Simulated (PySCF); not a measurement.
C11H8O2, SMILES O=Cc1ccccc1-c1ccco1, GFN2-xTB optimised geometry.

```
21

O     -1.28    -3.15    -1.46
C     -0.83    -2.05    -1.27
C      0.33    -1.75    -0.42
C      1.25    -2.77    -0.20
C      2.44    -2.53     0.46
C      2.73    -1.25     0.90
C      1.81    -0.23     0.72
C      0.60    -0.46     0.08
C     -0.37     0.62     0.00
C     -1.75     0.62     0.00
C     -2.14     1.97    -0.02
C     -0.99     2.70    -0.02
O      0.08     1.90     0.00
H     -1.25    -1.17    -1.78
H      1.02    -3.76    -0.58
H      3.15    -3.33     0.62
H      3.66    -1.04     1.41
H      2.02     0.77     1.09
H     -2.39    -0.24     0.05
H     -3.15     2.35    -0.02
H     -0.81     3.76    -0.04
```

Density from PBE/def2-SVP (PySCF) at that geometry.

Minimum of the electron density along straight lines between bonded atoms, close to the bond critical point (lines longer than 1.1 times the sum of covalent radii, or with two minima, are not listed):

```
bond     length / Å  ρ at the minimum / e bohr⁻³  ∇²ρ there / e bohr⁻⁵  position (fraction from the first atom)
-------  ----------  ---------------------------  --------------------  ---------------------------------------
O1–C2         1.206                        0.409                  0.46                                     0.67
C2–C3         1.467                        0.273                 -0.64                                     0.50
C3–C4         1.396                        0.302                 -0.73                                     0.50
C4–C5         1.379                        0.312                 -0.78                                     0.50
C5–C6         1.388                        0.308                 -0.76                                     0.50
C6–C7         1.381                        0.311                 -0.77                                     0.50
C3–C8         1.407                        0.296                 -0.70                                     0.50
C7–C8         1.396                        0.303                 -0.73                                     0.50
C8–C9         1.451                        0.276                 -0.65                                     0.49
C9–C10        1.375                        0.316                 -0.77                                     0.52
C10–C11       1.412                        0.291                 -0.66                                     0.50
C11–C12       1.362                        0.323                 -0.80                                     0.48
C9–O13        1.355                        0.284                 -0.07                                     0.33
C12–O13       1.339                        0.292                  0.03                                     0.33
C2–H14        1.107                        0.274                 -1.01                                     0.64
C4–H15        1.080                        0.283                 -1.09                                     0.64
C5–H16        1.079                        0.282                 -1.06                                     0.63
C6–H17        1.080                        0.282                 -1.06                                     0.63
C7–H18        1.080                        0.283                 -1.07                                     0.64
C10–H19       1.071                        0.284                 -1.09                                     0.64
C11–H20       1.070                        0.284                 -1.09                                     0.64
C12–H21       1.072                        0.288                 -1.15                                     0.65
```
